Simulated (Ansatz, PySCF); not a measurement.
This triplet is an excited state, 1.20 eV above the relaxed singlet at the level frozen-core CCSD(T)/cc-pVTZ // PBE0-D3(BJ)/def2-TZVP (Ansatz, a quantum-chemistry and plane-wave program).

Cartesian coordinates (Å):
```xyz
6

O     -0.9562     0.9041     0.8010
C     -1.0517    -0.1313     0.1652
Si     0.5595    -0.9282    -0.4420
O      1.8232    -0.0032     0.0434
H     -1.9998    -0.6323    -0.0792
H      1.6250     0.7908     0.5498
```
Charge 0, spin multiplicity 3.

Task: What dipole moment, highest occupied spin orbital and total energy does PBE-D3(BJ)/def2-TZVP // PBE0-D3(BJ)/def2-TZVP (PySCF) give?

Result: 
```
Quantity                             Result
-----------------------------  ------------
dipole moment                        0.79 D
highest occupied spin orbital      -4.52 eV
total energy                   -478.9417 Ha
```
